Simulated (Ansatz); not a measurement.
Single points on B(CN)3 (BC₃N₃).

```yaml
crystal:
  periodic: [false, false, false]
  atoms:
    - {symbol: B, position_ang: [0.000226, 0.000256, 0.000783]}
    - {symbol: C, position_ang: [1.529769, 0.015245, -0.000211]}
    - {symbol: N, position_ang: [2.692130, 0.025962, -0.001006]}
    - {symbol: C, position_ang: [-0.777856, 1.317146, -0.006775]}
    - {symbol: N, position_ang: [-1.369931, 2.317434, -0.014925]}
    - {symbol: C, position_ang: [-0.751424, -1.331914, 0.008544]}
    - {symbol: N, position_ang: [-1.322924, -2.344120, 0.013590]}
basis:
  gaussian: {orbitals: def2-TZVP, initial_orbitals: start.molden}
hamiltonian: {xc: hf}
scf: {omitted_lower_state_checks: [starts]}
output: {orbitals: {seedname: orbitals}}
```

The file start.molden holds the orbitals of an earlier run on this structure, at another level or in another basis.

```sh
$ ansatz run in.yaml --threads 2 --pin off --events-out ev --progress --plain --max-ram 32768MiB --backend cpu
```

Shortened log:

```
Functional definition: HF
  name "HF"
  cite "Fock, Z. Phys. 61, 126 (1930) doi:10.1007/BF01340294"
  parent pbe
  exchange = exact_x
  correlation = 0
these checks for a lower state are left out or cut short: starts
1470 factors; their error is unknown
mean field evaluation 1: about -8209.3797 eV, gradient 2.9e1 eV
mean field evaluation 2: about -8210.3454 eV, gradient 1.0e0 eV
mean field evaluation 4: about -8210.5076 eV, gradient 9.3e-1 eV
mean field -8210.50857542 eV, -301.7306248640 hartree, gradient 8.6e-6 eV, S^2 0.000000; 0 other end points of the search recorded, 0 dependent functions left out
reference -8210.50857542 eV, -301.7306248640 hartree; 22, 22 occupied and 195, 195 virtual orbitals, 1470 factors
Total energy: -8210.50857542 eV, -301.7306248640 hartree
Checks for a lower state left out: starts
```

Hardware: 2 threads of AMD EPYC 7R13 on a shared host. Wall time 2.4 s.

First input, but with `hamiltonian: {xc: hse06, dispersion: d4}` (abridged; 4.1 s):

```
Functional definition: HSE06
mean field -8247.87148097 eV, -303.1036863175 hartree, gradient 2.2e-5 eV, S^2 0.000000
Total energy: -8248.00097867 eV, -303.1084452701 hartree
Checks for a lower state left out: starts
```

As the first input, with `hamiltonian: {xc: r2scan, dispersion: d4}` (abridged; 3.3 s):

```
Functional definition: r2SCAN
mean field -8253.65328080 eV, -303.3161635422 hartree, gradient 2.0e-5 eV, S^2 0.000000
Total energy: -8253.69617733 eV, -303.3177399606 hartree
Checks for a lower state left out: starts
```

The first input with `hamiltonian: {xc: pbe0, dispersion: d4}`, `output: {forces: true, orbitals: {seedname: orbitals}}` (abridged; 4.8 s):

```
Functional definition: PBE0
mean field -8248.28366868 eV, -303.1188339364 hartree, gradient 5.2e-6 eV, S^2 0.000000
Total energy: -8248.42250411 eV, -303.1239360444 hartree
Atom 0 force     0.000991     0.000081     0.000933 eV/Å
Atom 1 force     0.841181     0.006584    -0.000273 eV/Å
Atom 2 force    -1.166065    -0.010003     0.000818 eV/Å
Atom 3 force    -0.430037     0.723010    -0.009884 eV/Å
Atom 4 force     0.594675    -1.002638     0.010256 eV/Å
Atom 5 force    -0.414308    -0.732067     0.002483 eV/Å
Atom 6 force     0.573563     1.015032    -0.004333 eV/Å
Dipole moment:     0.000288     0.000326     0.001114 e Å
Checks for a lower state left out: starts
```

First input, but with `gaussian: {orbitals: def2-TZVPP, initial_orbitals: start.molden}`, `correlation: {method: ccsd_t}` and without the key `hamiltonian` (abridged; 18 s, on the card):

```
Functional definition: HF
mean field -8210.50873498 eV, -301.7306307278 hartree, gradient 4.5e-6 eV, S^2 0.000000
7 core orbitals not correlated: weight in the atoms' cores, before any rotation towards them, 1.000 or more for the frozen orbitals, at most 0.000 for the correlated occupied ones
second order -29.44942963 eV of doubles, -0.00000000 eV of singles
cycle   1  -28.08033849 eV  change     1.4e0 eV  update   1.6e-1
cycle   2  -29.15902508 eV  change    -1.1e0 eV  update   5.3e-2
cycle   3  -29.37773051 eV  change   -2.2e-1 eV  update   2.2e-2
cycle   4  -29.37736408 eV  change    3.7e-4 eV  update   7.6e-3
cycle   5  -29.38469580 eV  change   -7.3e-3 eV  update   2.9e-3
cycle   6  -29.38707025 eV  change   -2.4e-3 eV  update   7.7e-4
cycle   7  -29.38705310 eV  change    1.7e-5 eV  update   3.1e-4
cycle   8  -29.38705284 eV  change    2.6e-7 eV  update   1.2e-4
cycle   9  -29.38706141 eV  change   -8.6e-6 eV  update   5.5e-5
cycle  10  -29.38702489 eV  change    3.7e-5 eV  update   2.0e-5
cycle  11  -29.38699173 eV  change    3.3e-5 eV  update   7.7e-6
perturbative correction -1.69810684 eV, -0.0624042752 hartree
Total energy: -8241.59383354 eV, -302.8729870297 hartree
Checks for a lower state left out: starts
```

As the first input, with `gaussian: {orbitals: def2-SVP, initial_orbitals: start.molden}`, `hamiltonian: {xc: pbe0, dispersion: d4}` (abridged; 1.2 s):

```
Functional definition: PBE0
mean field -8239.02219121 eV, -302.7784809170 hartree, gradient 6.4e-5 eV, S^2 0.000000
Total energy: -8239.16101668 eV, -302.7835826590 hartree
Checks for a lower state left out: starts
```

As the first input, with `hamiltonian: {xc: pbe}`, `correlation: {method: rpa}` and without the key `output` (abridged; 6 s):

```
Functional definition: PBE
mean field -8248.52192095 eV, -303.1275895461 hartree, gradient 2.5e-6 eV, S^2 0.000000
7 core orbitals not correlated: weight in the atoms' cores, before any rotation towards them, 1.000 or more for the frozen orbitals, at most 0.000 for the correlated occupied ones
Total energy: -8253.58505341 eV, -303.3136562318 hartree
Checks for a lower state left out: starts
```

Geometry: B3LYP-D4/def2-SVP.

HSE06 is defined as in plane-wave codes, on full-range PBE exchange. Correlated methods freeze 7 core orbitals.
